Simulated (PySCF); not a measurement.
An unknown is described by computed data only.

Formula: C6H7P.

* NMR, other nuclei: isotropic shieldings of nuclei other than C and H, by class: 442 (1 P) ppm [GIAO B97-2/pcSseg-2]
* 13C NMR: chemical shifts (computed TMS as zero) by class: 140.4 (1 C), 138.1 (2 C), 135.1 (2 C), 133.1 (1 C) ppm [GIAO B97-2/pcSseg-2]
* Dipole: 1.05 D [B97-2/pcSseg-2]
* 1H NMR: chemical shifts (computed TMS as zero) by class: 7.64 (2 H), 7.50 (2 H), 7.43 (1 H), 4.42 (2 H) ppm [GIAO B97-2/pcSseg-2]
* Rotational structure: rotational constants A, B, C: 5.534, 1.525, 1.206 GHz [PBE0-D3(BJ)/def2-TZVP]

Electronic properties: PySCF, gas phase, density fitting. Levels stand in brackets. Isolated species at its PBE0-D3(BJ)/def2-TZVP geometry (one conformer only). Each NMR value is the plain mean over a class of atoms that symmetry, rotation or inversion makes alike.

Question: What is the compound? Reason from the data.

Answer: Numbering: `[PH2:1][c:2]1[cH:3][cH:4][cH:5][cH:6][cH:7]1`. 6 carbons fall into 4 classes; from least to most shielded: substituted aromatic carbon [C2] (140.4 ppm), aromatic CH carbon [C3/C7] (138.1 ppm, 2 C), aromatic CH carbon [C4/C6] (135.1 ppm, 2 C), aromatic CH carbon [C5] (133.1 ppm). Hydrogen classes from least to most shielded: 2 H on the ortho carbons, C3/C7 (7.64 ppm), 2 H on the meta carbons, C4/C6 (7.50 ppm), 1 H on the para carbon, C5 (7.43 ppm), 2 H on a phosphine phosphorus, P1 (4.42 ppm). The other shieldings belong to: 442 ppm, phosphine phosphorus [P1]. By its constants the optimised geometry is an asymmetric top. Structure: `Pc1ccccc1`. The assignments are read from this structure; whether some other isomer fits the data as well wasn't checked.

The values belong to the conformer `[PH2:1][c:2]1[cH:3][cH:4][cH:5][cH:6][cH:7]1`: H–P1–C2–C3 128°, H–P1–C2–C3 34°.
